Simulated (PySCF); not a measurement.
Species: CdCl₂ (singlet state).
Bonds: Cd1–Cl2, Cd1–Cl3.

Method: PySCF 2.14.0, PBE0-D3(BJ)/def2-SVP geometry optimisation, gas phase, def2 core potentials past Kr; density fitting, grid level 1; the optimiser is geomeTRIC in internal coordinates, started from a GFN1-xTB structure with every atom displaced at random (about 0.03 Å).

Step 0: E = -29595.8088 eV
```
atom  x, y, z in Å  |  force x, y, z in eV/Å
Cd1     0.0585   -0.0783    0.0122   -0.084   0.068  -0.998
Cl2    -0.0308   -0.0340    2.2272    0.024  -0.026   1.012
Cl3    -0.0441    0.0152   -2.2592    0.060  -0.041  -0.014
```

Step 1: E = -29595.8410 eV
```
atom  x, y, z in Å  |  force x, y, z in eV/Å
Cd1     0.0437   -0.0675   -0.0066   -0.088   0.063  -0.026
Cl2    -0.0236   -0.0396    2.2668    0.045  -0.033   0.035
Cl3    -0.0365    0.0099   -2.2801    0.043  -0.030  -0.009
```

Problem. Estimate the geometry and energy of step 2. (The exact step hangs on the optimiser's Hessian estimate; all steps are aligned on step 1, rigid shifts and turns removed.)

Solution. E = -29595.8433 eV, largest force 0.087 eV/Å
```
atom  x, y, z in Å  |  force x, y, z in eV/Å
Cd1     0.0308   -0.0583   -0.0077   -0.066   0.047   0.030
Cl2    -0.0171   -0.0442    2.2705    0.034  -0.025  -0.029
Cl3    -0.0301    0.0053   -2.2827    0.032  -0.022   0.000
```

The energy changes by -0.0023 eV. The first-order estimate −F·Δx gives -0.0027 eV and the mean of the old and new forces, exact on a quadratic surface, -0.0023 eV. The step makes an angle of 9° with the force vector and moves no atom by more than 0.016 Å.

The cost below is that of the whole optimisation. The run took 8.5 s wall on Arm Neoverse V1, one thread, shared host with 32 logical CPUs at a one-minute load of 14, and the process peaked at 0.26 GiB of memory.
